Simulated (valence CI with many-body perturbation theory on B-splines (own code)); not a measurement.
## Bi I: E2, M1 decay

Method: relativistic CI+MBPT: five valence electrons over a frozen Dirac-Fock core [Xe] 4f14 5d10, radial functions for each j: 9 s, 9 p, 8 d, 6 f, 3 g, 1 h, with the one-electron correlation potential Σ1 (screened to all orders), the two-electron term Σ2, the three-electron term Σ3, Breit, model QED; selected single and double excitations, second order for the rest, scaled by the run's own slope (own B-spline code, finite nucleus).

Against 16 measured levels this calculation errs by 254 cm⁻¹ on average and by 606 at most. These come from a selection out of the NIST Handbook of Basic Atomic Spectroscopic Data. Levels without a partner in it may be off by more. Among the levels kept, up to 640 cm⁻¹ of a level comes from second order outside the variational space, and about a tenth of that is noise between levels of different J, which matters for small intervals.

Lines 1 to 14 of 14 in falling wavelength, among levels below 53115 cm⁻¹, chosen from the decays that carry over 1 % of a level's rate. Wavelengths and rates use the calculated energies, so an error of 300 cm⁻¹ moves a line at 9886 Å by 3 % and its rate by three times that or more. Electric multipoles are in the length gauge, E1 and E2 with the static RPA response of the core. Weak lines are less certain than strong ones. Lines between different terms over intervals too small for the method are left out, as are lines whose strength nearly cancels.

Levels are named by their leading jj configuration (3d3/2^4 stands for four electrons in 3d with j = 3/2), which in mixed levels can hold well under half, so a name can repeat and another be missing.

```tsv
λ vac (Å)	λ from measured levels	Upper	Lower	Type	A (s⁻¹)	Branch %
24930	24890	(6s^2 6p1/2 6p3/2^2) J=5/2	(6s^2 6p1/2 6p3/2^2) J=3/2	M1	4.15e-01	5.5
9886	9764	(6s^2 6p1/2 6p3/2^2) J=1/2	(6s^2 6p1/2 6p3/2^2) J=3/2	M1	1.30e+00	2.3
9886	9764	(6s^2 6p1/2 6p3/2^2) J=1/2	(6s^2 6p1/2 6p3/2^2) J=3/2	E2	5.83e-01	1.0
8668	8757	(6s^2 6p1/2 6p3/2^2) J=3/2	(6s^2 6p1/2^2 6p3/2) J=3/2	M1	3.06e+01	99.2
8516	8693	(6s^2 6p3/2^3) J=3/2	(6s^2 6p1/2 6p3/2^2) J=1/2	M1	9.17e+00	5.1
6432	6478	(6s^2 6p1/2 6p3/2^2) J=5/2	(6s^2 6p1/2^2 6p3/2) J=3/2	M1	5.73e+00	76.0
6432	6478	(6s^2 6p1/2 6p3/2^2) J=5/2	(6s^2 6p1/2^2 6p3/2) J=3/2	E2	1.40e+00	18.5
5603	5641	(6s^2 6p3/2^3) J=3/2	(6s^2 6p1/2 6p3/2^2) J=5/2	M1	2.31e+01	12.7
5603	5641	(6s^2 6p3/2^3) J=3/2	(6s^2 6p1/2 6p3/2^2) J=5/2	E2	9.09e+00	5.0
4618	4617	(6s^2 6p1/2 6p3/2^2) J=1/2	(6s^2 6p1/2^2 6p3/2) J=3/2	M1	5.00e+01	89.1
4618	4617	(6s^2 6p1/2 6p3/2^2) J=1/2	(6s^2 6p1/2^2 6p3/2) J=3/2	E2	4.16e+00	7.4
4575	4599	(6s^2 6p3/2^3) J=3/2	(6s^2 6p1/2 6p3/2^2) J=3/2	M1	1.10e+02	60.6
4575	4599	(6s^2 6p3/2^3) J=3/2	(6s^2 6p1/2 6p3/2^2) J=3/2	E2	3.66e+00	2.0
2995	3015	(6s^2 6p3/2^3) J=3/2	(6s^2 6p1/2^2 6p3/2) J=3/2	M1	9.46e+00	5.2
```
